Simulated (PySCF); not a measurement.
## Calculated NMR parameters of C=C(/C=N/[SiH2]P)C[SiH3]

- Formula: C4H12NPSi2
- SMILES: C=C(/C=N/[SiH2]P)C[SiH3]
- Point group of the computed structure: C1
- Carbon signals: 4
- Proton signals: 7

Numbering as in the mapped SMILES `[CH2:1]=[C:2](/[CH:3]=[N:4]/[SiH2:5][PH2:6])[CH2:7][SiH3:8]`. Hydrogens are named by the atom that carries them. Ha(C1) is cis to C3; Hb(C1) is trans to C3.

Calculated, not measured (PySCF 2.14.0 with density-fitted response routines): GIAO PBE0/pcSseg-1 shieldings, GFN2-xTB geometry. Equivalent nuclei averaged, no relativistic terms, one computed conformer, isolated molecule.

Referencing at the same level of theory: $^{1}$H (σ = 31.72 ppm) and $^{13}$C (σ = 186.93 ppm) and $^{29}$Si (σ = 349.16 ppm) vs TMS; H3PO4 for $^{31}$P (σ = 318.38 ppm); NH3 for $^{15}$N (σ = 267.73 ppm).

| carbon | δC, type | δH (multiplicity) | HMBC from (2–3 bonds) | span of the C tensor (ppm) |
| --- | --- | --- | --- | --- |
| C1 | 134.1, CH2 | Ha(C1) 5.78 (br s); Hb(C1) 6.32 (br s) | H(C3), H(C7) | 212 |
| C2 | 157.6, C | – | H(C3), Hb(C1), Ha(C1), H(Si8), H(C7) | 238 |
| C3 | 176.7, CH | 8.63 (m) | Hb(C1), Ha(C1), H(Si5), H(C7) | 185 |
| C7 | 16.5, CH2 | 2.11 (q) | H(C3), Hb(C1), Ha(C1), H(Si8) | 29 |

Other nuclei:
```
 atoms    nucleus                            environment  δ (ppm)  σ (ppm)
H(Si5)    $^{1}$H   hydrogen on a silicon bonded to N, P     5.71    26.01
H(Si8)    $^{1}$H      hydrogen on a silicon bonded to C     3.84    27.88
 H(P6)    $^{1}$H  hydrogen on a phosphorus bonded to Si     1.21    30.51
    P6   $^{31}$P           phosphorus bonded to Si, 2 H   -294.7    613.1
   Si5  $^{29}$Si            silicon bonded to N, P, 2 H    -41.3    390.5
   Si8  $^{29}$Si               silicon bonded to C, 3 H    -63.8    413.0
    N4   $^{15}$N                         imine nitrogen    375.9   -108.2
```

- δC 176.7: C=N carbon.
- δC 157.6: fully substituted alkene carbon; the olefinic region.
- δC 134.1: terminal =CH2 carbon; the olefinic region.
- δH 8.63: hydrogen on a C=N carbon.
- δH 6.32, 5.78: hydrogen on a terminal =CH2 carbon; a vinylic proton, deshielded by the sp2 carbon and the C=C anisotropy.

Splittings by $^{31}$P in the carbon and heteronuclear signals aren't shown, as no couplings were computed. Shifts are as computed. Against solution values, carbons near 30 ppm lie about +3 ppm off and those near 130 ppm about +5 ppm. Of 1309 compounds with measured shifts, 239 miss one by over three times the rms of a fit or turn the order of signals round; such compounds aren't used in these exercises. Experimental scales use liquid or dissolved standards, which lie at an offset from isolated NH3 (liquid NH3: subtract about 20 ppm) and H3PO4. Unscaled 15N shifts of sp2 nitrogen come out 20 to 40 ppm too high even then. No couplings were computed; multiplicities are counted from neighbouring protons, with m where these are inequivalent, close in shift, in a saturated or five-membered ring or joined by F or P, and br s for small geminal =CH2 splittings.
